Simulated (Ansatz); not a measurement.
Ansatz (a first-principles code) input (CCSD(T)/aug-cc-pV(D+d)Z):
A basis named .json is the Basis Set Exchange file of that set.

Ansatz 0.2 input:
```yaml
crystal:
  periodic: [false, false, false]
  atoms:
    - {symbol: C, position_ang: [-3.63379173, -0.35150734, -0.24817169]}
    - {symbol: C, position_ang: [-2.35590937, -0.74962053, 0.48416102]}
    - {symbol: C, position_ang: [-1.09124125, -0.30357243, -0.24552646]}
    - {symbol: C, position_ang: [0.18406830, -0.70655297, 0.48567675]}
    - {symbol: C, position_ang: [1.47464816, -0.33173346, -0.22012495]}
    - {symbol: C, position_ang: [2.69524979, -0.77936500, 0.43710291]}
    - {symbol: Cl, position_ang: [1.58435730, 1.56264592, -0.32642944]}
    - {symbol: H, position_ang: [-3.66991322, -0.79675392, -1.24537088]}
    - {symbol: H, position_ang: [-3.69470626, 0.73253762, -0.36890270]}
    - {symbol: H, position_ang: [-4.52305213, -0.67727926, 0.29426544]}
    - {symbol: H, position_ang: [-2.33440894, -1.83602163, 0.62010986]}
    - {symbol: H, position_ang: [-2.36040937, -0.31711545, 1.48992925]}
    - {symbol: H, position_ang: [-1.10751330, 0.78065899, -0.37579583]}
    - {symbol: H, position_ang: [-1.08225086, -0.73565171, -1.25261070]}
    - {symbol: H, position_ang: [0.20177514, -1.79569277, 0.60846358]}
    - {symbol: H, position_ang: [0.19671969, -0.27907672, 1.49216249]}
    - {symbol: H, position_ang: [1.44989577, -0.60344866, -1.27338739]}
    - {symbol: H, position_ang: [2.72932838, -0.85830149, 1.51540958]}
    - {symbol: H, position_ang: [3.62231767, -0.84472529, -0.11367795]}
basis:
  gaussian:
    orbitals: aug-cc-pV_D+d_Z.json
magnetization: {spin_polarized: true, initial_magnetization: 1}
correlation: {method: ccsd_t, electrons: outside_noble_gas}
output: {forces: true}
```

Output:

```
Functional definition: HF
integrals: 4.37 GiB planned
2736 factors; integrals over basis functions are off by at most 8.8e-4 eV
1.70 GiB of device memory are held for the factors and their scratch space
mean field: 2.54 GiB planned
mean field evaluation 1: about -18870.1997 eV, gradient 3.1e1 eV
mean field evaluation 2: about -18870.2143 eV, gradient 3.1e1 eV
mean field evaluation 4: about -18876.2132 eV, gradient 3.6e0 eV
mean field evaluation 8: about -18876.3483 eV, gradient 2.1e-1 eV
mean field evaluation 16: about -18876.3493 eV, gradient 2.4e-6 eV
mean field -18876.34926886 eV, -693.6930407817 hartree, gradient 2.4e-6 eV, S^2 0.769729; 0 other end points of the search recorded, 0 dependent functions left out
11 core orbitals not correlated
reference -18876.34926886 eV, -693.6930407817 hartree; 22, 21 occupied and 245, 246 virtual orbitals, 2736 factors
densities: 44.74 GiB planned
second order -27.72800348 eV of doubles, -0.00000000 eV of singles
coupled cluster: 30.74 GiB planned
cycle   1  -29.35994411 eV  change    -1.6e0 eV  update   1.1e-1
cycle   2  -30.10674461 eV  change   -7.5e-1 eV  update   3.4e-2
cycle   3  -30.25195098 eV  change   -1.5e-1 eV  update   1.6e-2
cycle   4  -30.25420697 eV  change   -2.3e-3 eV  update   5.6e-3
cycle   5  -30.25360322 eV  change    6.0e-4 eV  update   2.8e-3
cycle   6  -30.25397082 eV  change   -3.7e-4 eV  update   1.2e-3
cycle   7  -30.25410076 eV  change   -1.3e-4 eV  update   5.7e-4
cycle   8  -30.25418292 eV  change   -8.2e-5 eV  update   2.7e-4
cycle   9  -30.25416022 eV  change    2.3e-5 eV  update   1.2e-4
cycle  10  -30.25409361 eV  change    6.7e-5 eV  update   5.2e-5
cycle  11  -30.25412280 eV  change   -2.9e-5 eV  update   2.1e-5
cycle  12  -30.25413297 eV  change   -1.0e-5 eV  update   1.0e-5
cycle  13  -30.25413933 eV  change   -6.4e-6 eV  update   5.2e-6
cycle  14  -30.25414254 eV  change   -3.2e-6 eV  update   2.5e-6
cycle  15  -30.25414206 eV  change    4.8e-7 eV  update   1.2e-6
perturbative correction -1.04912106 eV, -0.0385544879 hartree
the calculation of the forces begins
1.70 GiB of device memory are held for the factors and their scratch space
Total energy: -18907.65253199 eV, -694.8434144833 hartree
Atom 0 at    -3.633792    -0.351507    -0.248172 Å, force     0.067774    -0.002267     0.006838 eV/Å
Atom 1 at    -2.355909    -0.749621     0.484161 Å, force     0.033943     0.007041    -0.016180 eV/Å
Atom 2 at    -1.091241    -0.303572    -0.245526 Å, force     0.004048    -0.004212     0.021718 eV/Å
Atom 3 at     0.184068    -0.706553     0.485677 Å, force    -0.051141     0.029012    -0.006454 eV/Å
Atom 4 at     1.474648    -0.331733    -0.220125 Å, force    -0.337600     0.600836    -0.190002 eV/Å
Atom 5 at     2.695250    -0.779365     0.437103 Å, force     0.242005    -0.220630     0.160153 eV/Å
Atom 6 at     1.584357     1.562646    -0.326429 Å, force    -0.037476    -0.089466     0.034199 eV/Å
Atom 7 at    -3.669913    -0.796754    -1.245371 Å, force    -0.003727    -0.208553    -0.437397 eV/Å
Atom 8 at    -3.694706     0.732538    -0.368903 Å, force    -0.014596     0.483565    -0.041101 eV/Å
Atom 9 at    -4.523052    -0.677279     0.294265 Å, force    -0.384874    -0.148148     0.246821 eV/Å
Atom 10 at    -2.334409    -1.836022     0.620110 Å, force     0.014638    -0.474363     0.042652 eV/Å
Atom 11 at    -2.360409    -0.317115     1.489929 Å, force     0.001674     0.202302     0.432174 eV/Å
Atom 12 at    -1.107513     0.780659    -0.375796 Å, force    -0.011894     0.498444    -0.050207 eV/Å
Atom 13 at    -1.082251    -0.735652    -1.252611 Å, force     0.010479    -0.206810    -0.443167 eV/Å
Atom 14 at     0.201775    -1.795693     0.608464 Å, force     0.004609    -0.480370     0.038357 eV/Å
Atom 15 at     0.196720    -0.279077     1.492162 Å, force     0.010083     0.214843     0.450009 eV/Å
Atom 16 at     1.449896    -0.603449    -1.273387 Å, force    -0.012666    -0.146574    -0.500729 eV/Å
Atom 17 at     2.729328    -0.858301     1.515410 Å, force     0.014362    -0.029440     0.519772 eV/Å
Atom 18 at     3.622318    -0.844725    -0.113678 Å, force     0.450360    -0.025213    -0.267455 eV/Å
Dipole moment:    -0.079971    -0.438088     0.060417 e Å
```

It need not be the lowest isomer of its formula.
